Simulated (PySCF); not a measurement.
C4H12As2.
Numbering: `[CH3:1][CH2:2][C@H:3]([AsH2:4])[CH2:5][AsH2:6]` (hydrogens: H7, H8, H9 on C1; H10, H11 on C2; H12 on C3; H13, H14 on As4; H15, H16 on C5; H17, H18 on As6)

Geometry (PBE0-D3(BJ)/def2-SVP, Å), atoms numbered from 1 in this order:
```xyz
18
C4H12As2 angstrom
C     -2.2700   -0.2478    0.9128
C     -0.9130   -0.6144    0.3332
C      0.0943    0.5329    0.2553
As    -0.6517    2.0383   -0.8329
C      1.4598    0.0861   -0.2424
As     2.3161   -1.2794    0.9365
H     -2.9039   -1.1396    1.0275
H     -2.8146    0.4659    0.2750
H     -2.1641    0.2170    1.9061
H     -0.4706   -1.4151    0.9539
H     -1.0346   -1.0560   -0.6727
H      0.2027    0.9677    1.2661
H      0.6863    2.7530   -0.9971
H     -0.4883    1.3088   -2.1660
H      2.1621    0.9332   -0.2544
H      1.3992   -0.2983   -1.2719
H      1.7857   -2.5097    0.2067
H      3.6203   -1.3119    0.1459
```

The calculation used core-valence-separated Tamm–Dancoff BHandHLYP/aug-pcX-1 (pcseg-1 on H, def2-SVPD on As) in PySCF, non-relativistic, gas phase, PBE0-D3(BJ)/def2-SVP geometry. The energies are unshifted.

The lowest roots of each edge with f over 0.003 (five at most, numbered afresh; weaker and dark ones are left out), with transition dipoles (au) in the frame of the coordinates:

```csv
root,edge,E (eV),μx,μy,μz
1,C,285.06,-0.0347,0.0521,-0.0387
2,C,285.17,0.0272,-0.0635,0.0413
3,C,285.34,-0.0316,0.0015,0.0150
4,C,285.69,-0.0121,0.0418,0.0141
5,C,285.70,0.0253,0.0309,-0.0390
```

Question: What are the oscillator strengths?

Answer: f = (2/3) ΔE |μ|², with ΔE in hartree (27.2114 eV):

```
root  ΔE (Eh)  |μ|² (au)      f  core hole on
   1  10.4758   0.005416  0.038            C5
   2  10.4799   0.006478  0.045            C3
   3  10.4860   0.001226  0.009            C1
   4  10.4988   0.002092  0.015            C2
   5  10.4992   0.003116  0.022            C5
```

Question: Molecules are fixed in this frame and the field points along x. What effective strengths 3 f cos²θ do the roots have (θ between field and μ)?

Answer: root 1 (C5): 0.025, root 2 (C3): 0.015, root 3 (C1): 0.021, root 4 (C2): 0.003, root 5 (C5): 0.013. Root 1 is the strongest. Averaged over all orientations cos²θ is 1/3, which gives f back.

 Relativistic effects, spin–orbit coupling among them, are left out although an element past zinc is present.

The run took about 50 s of CPU time (one thread, shared machine).

One conformer stands for the species.
